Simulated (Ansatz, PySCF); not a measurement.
GeOCl, SMILES [O]=[Ge][Cl], multiplicity 2. Atoms are numbered in the order given.

```xyz
3

Ge     0.3438    -0.4638     0.0000
O     -0.9056    -1.5822     0.0000
Cl    -0.1961     1.6642     0.0000
```
Charge 0, spin multiplicity 2.

Geometry: B3LYP-D3(BJ)/def2-TZVP.

Two levels are set side by side: PBE-D3(BJ)/def2-TZVP (Ansatz, an electronic-structure program) and B3LYP-D3(BJ)/def2-TZVP (Ansatz). Each level has its own optimised geometry; the coordinates shown are those of the second. Frequencies come from the Hessian of PySCF at each geometry. Differences are taken from unrounded values.

```json
[
 {"quantity": "mean bond length (Å)", "B3LYP-D3(BJ)": "1.936"},
 {"quantity": "bond Ge1–O2 (Å)", "B3LYP-D3(BJ)": "1.677"},
 {"quantity": "bond Ge1–Cl3 (Å)", "B3LYP-D3(BJ)": "2.195"},
 {"quantity": "highest harmonic wavenumber (cm⁻¹)", "B3LYP-D3(BJ)": "784"},
 {"quantity": "mean harmonic wavenumber (cm⁻¹)", "B3LYP-D3(BJ)": "434"},
 {"quantity": "zero-point energy (kcal/mol)", "B3LYP-D3(BJ)": "1.86"}
]
```

What does PBE-D3(BJ) give, and how far is it from B3LYP-D3(BJ)? (An estimate is asked for; the answer gives what the named calculation found.)


```csv
quantity,PBE-D3(BJ),PBE-D3(BJ) minus B3LYP-D3(BJ)
mean bond length (Å),1.938,0.001
bond Ge1–O2 (Å),1.676,-0.001
bond Ge1–Cl3 (Å),2.199,0.004
highest harmonic wavenumber (cm⁻¹),829,45
mean harmonic wavenumber (cm⁻¹),450,16
zero-point energy (kcal/mol),1.93,0.07
```
